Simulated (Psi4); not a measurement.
gallium atom (Ga), doublet; PBE0/aug-cc-pVDZ (Psi4).

Input for Psi4:
```
memory 2 GB

molecule {
0 2
  Ga    0.00000000    0.00000000    0.00000000
}

set basis aug-cc-pvdz
set reference uks
set scf_type pk
set puream true
set d_convergence 1e-8
set dft_radial_points 99
set dft_spherical_points 590

energy('pbe0')
print_variables()
```

What the program printed (banner, timings and long lists left out):

```
   => Loading Basis Set <=

    Name: AUG-CC-PVDZ
    Role: ORBITAL
    Keyword: BASIS

         ---------------------------------------------------------
                                   SCF
               by Justin Turney, Rob Parrish, Andy Simmonett
                          and Daniel G. A. Smith
                              UKS Reference
         ---------------------------------------------------------

  ==> Geometry <==

    Molecular point group: d2h
    Geometry (in Angstrom), charge = 0, multiplicity = 2:

       Center              X                  Y                   Z               Mass
    ------------   -----------------  -----------------  -----------------  -----------------
         GA           0.000000000000     0.000000000000     0.000000000000    68.925573500000

  Running in d2h symmetry.

  Rotational constants: A = ************  B = ************  C = ************ [cm^-1]
  Rotational constants: A = ************  B = ************  C = ************ [MHz]
  Nuclear repulsion =    0.000000000000000

  Charge       = 0
  Multiplicity = 2
  Electrons    = 31
  Nalpha       = 16
  Nbeta        = 15

  ==> Algorithm <==

  SCF Algorithm Type is PK.
  DIIS enabled.
  MOM disabled.
  Fractional occupation disabled.
  Guess Type is CORE.
  Energy threshold   = 1.00e-06
  Density threshold  = 1.00e-08
  Integral threshold = 1.00e-12

  ==> Primary Basis <==

  Basis Set: AUG-CC-PVDZ
    Blend: AUG-CC-PVDZ
    Number of shells: 14
    Number of basis functions: 36
    Number of Cartesian functions: 39
    Spherical Harmonics?: true
    Max angular momentum: 2

  ==> DFT Potential <==

   => LibXC <=

    Version 7.1.2
    S. Lehtola, C. Steigemann, M. J. T. Oliveira, and M. A. L. Marques,  SoftwareX 7, 1–5 (2018) (10.1016/j.softx.2017.11.002)

   => Composite Functional: PBE0 <=

    PBE0 Hyb-GGA Exchange-Correlation Functional

    C. Adamo and V. Barone,  J. Chem. Phys. 110, 6158 (1999) (10.1063/1.478522)
    M. Ernzerhof and G. E. Scuseria,  J. Chem. Phys. 110, 5029 (1999) (10.1063/1.478401)

    Deriv               =              1
    GGA                 =           TRUE
    Meta                =          FALSE

    Exchange Hybrid     =           TRUE
    MP2 Hybrid          =          FALSE

   => Exchange Functionals <=

    0.7500   Perdew, Burke & Ernzerhof

   => Exact (HF) Exchange <=

    0.2500               HF

   => Correlation Functionals <=

    1.0000   Perdew, Burke & Ernzerhof

   => LibXC Density Thresholds  <==

[...]
   @S   Expected:                5.000000000E-01
   @S   Observed:                5.000000000E-01

    Orbital Energies [Eh]
    ---------------------

    Alpha Occupied:

[...]
       3B2u   -0.139455

    Alpha Virtual:

[...]
    Beta Occupied:

[...]
    Beta Virtual:

[...]
    Final Occupation by Irrep:
             Ag   B1g   B2g   B3g    Au   B1u   B2u   B3u
    DOCC [     6,    1,    1,    1,    0,    2,    2,    2 ]
    SOCC [     0,    0,    0,    0,    0,    0,    1,    0 ]
    NA   [     6,    1,    1,    1,    0,    2,    3,    2 ]
    NB   [     6,    1,    1,    1,    0,    2,    2,    2 ]

  @UKS Final Energy: -1924.52282748587186

   => Energetics <=

    Nuclear Repulsion Energy =              0.0000000000000000
    One-Electron Energy =               -2682.7473362963082764
    Two-Electron Energy =                 814.5861733926775514
    DFT Exchange-Correlation Energy =     -56.3616645822410263
    Empirical Dispersion Energy =           0.0000000000000000
    VV10 Nonlocal Energy =                  0.0000000000000000
    Total Energy =                      -1924.5228274858716304

  UHF NO Occupations:
  HONO-2 :    1B3g 1.9999830
  HONO-1 :    6 Ag 1.9982402
  HONO-0 :    3B2u 1.0000000
  LUNO+0 :    7 Ag 0.0017598
  LUNO+1 :    2B3g 0.0000170
  LUNO+2 :    2B1g 0.0000170
  LUNO+3 :    8 Ag 0.0000045

Computation Completed

Properties will be evaluated at   0.000000,   0.000000,   0.000000 [a0]

Properties computed using the SCF density matrix

 Multipole Moments:

 ------------------------------------------------------------------------------------
     Multipole            Electronic (a.u.)      Nuclear  (a.u.)        Total (a.u.)
 ------------------------------------------------------------------------------------

 L = 1.  Multiply by 2.5417464519 to convert [e a0] to [Debye]
 Dipole X            :          0.0000000            0.0000000            0.0000000
 Dipole Y            :          0.0000000            0.0000000            0.0000000
 Dipole Z            :          0.0000000            0.0000000            0.0000000
 Magnitude           :                                                    0.0000000

 ------------------------------------------------------------------------------------

  Variable Map:
  ----------------------------------------------------------------------------
[...]
  Array Variable Map:
  ----------------------------------------------------------------------------
[...]
[...]
```
